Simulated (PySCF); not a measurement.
Calculated properties of Li4F4 ((LiF)4 ring)

(LiF)4 ring, Li4F4.
Bonds: Li1–F2, Li1–F8, F2–Li3, Li3–F4, F4–Li5, Li5–F6, F6–Li7, Li7–F8.

From PBE0-D3(BJ)/def2-SVP geometry optimisation, gas phase (PySCF):

```yaml
Rotational_constants_A_B_C: 2.003, 1.972, 0.994 GHz
```

**wB97X-D/def2-SVPD ground state, ΔSCF and vertical TDDFT (core frozen in the response) (PySCF)**

```yaml
Dipole_moment: 0.05 D
HOMO_energy: -11.51 eV
LUMO_energy: 0.77 eV
HOMO–LUMO_gap: 12.28 eV
Lowest_singlet_excitation: 8.41 eV (148 nm, f = 0.000)
Lowest_triplet_excitation_Tamm–Dancoff: 8.37 eV
Static_isotropic_polarisability: 30.7 au
Vertical_ionisation_energy: 12.01 eV
Electronic_spatial_extent_⟨r²⟩_about_the_centre_of_nuclear_charge: 904 bohr²
```

From KT2/pcSseg-1 ground state and GIAO shieldings, non-relativistic (PySCF):

```yaml
Isotropic_shieldings_of_nuclei_other_than_C_and_H_by_class: 90 (Li1/Li3/Li5/Li7), 434 (F2/F4/F6/F8) ppm
```

**B3LYP/pcJ-1 indirect spin-spin coupling, non-relativistic, gas phase (PySCF)**

```yaml
Largest_of_the_computed_one-bond_spin–spin_couplings_means_over_like_bonds: 19F–7Li +163.4 (F2–Li1 and 7 like it) Hz
```

delta-SCF UKS SCAN, pcX-2 on the ionised atom, pcseg-1 elsewhere, spin-free X2C (PySCF):

```yaml
Core_binding_energies: Li1s 62.3 (Li1/Li3/Li5/Li7), F1s 690.1 (F2/F4/F6/F8) eV
```

Monoisotopic mass from the formula: 104.0576 u.

No computed singlet falls in the visible range (750 to 380 nm, 1.65 to 3.26 eV); S1 lies 5.15 eV above its blue end. The rotational constants are those of a nearly oblate symmetric top. The vertical singlet–triplet gap S1 − T1 is 0.04 eV (TDDFT singlet less Tamm–Dancoff triplet). With B = h/(8π²I), that is 505.379 GHz u Å² over I, the principal moments of inertia are 252.3, 256.2 and 508.5 u Å² (most abundant isotopes).

One conformer stands for the species.
